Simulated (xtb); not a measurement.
xtb input (GFN2-xTB):

```bash
xtb mol.xyz --gfn 2 --ohess tight --chrg -1 --uhf 0
```
mol.xyz:
```
12

C      2.52162465    -0.18621511     0.15947743
C      1.20808899    -0.40219002     0.18542073
C      0.29633254     0.62123868    -0.28047990
C     -1.01014593     0.53554967    -0.29361251
C     -1.91661153    -0.59908543     0.14652350
H      3.21991657    -0.99380771     0.52934917
H      2.97782929     0.71322195    -0.16503852
H      0.73168118     1.53224171    -0.60934276
H     -1.60787126     1.39599195    -0.61165523
H     -2.62191313    -0.25364598     0.95760459
H     -2.55862082    -0.92819905    -0.68300845
H     -1.37659446    -1.43511951     0.56904862
```

End of the output:

```
optimized geometry written to: xtbopt.xyz

           -------------------------------------------------
          | TOTAL ENERGY              -14.323607245350 Eh   |
          | TOTAL ENTHALPY            -14.221983969999 Eh   |
          | TOTAL FREE ENERGY         -14.258958107207 Eh   |
          | GRADIENT NORM               0.000130907791 Eh/α |
          | HOMO-LUMO GAP               3.357907954569 eV   |
           -------------------------------------------------

------------------------------------------------------------------------
------------------------------------------------------------------------
 total:
 SCF:
 ANC optimizer:
 analytical hessian:
```

It need not be the lowest isomer of its formula. Whether it binds its extra electron was not tested at this geometry.
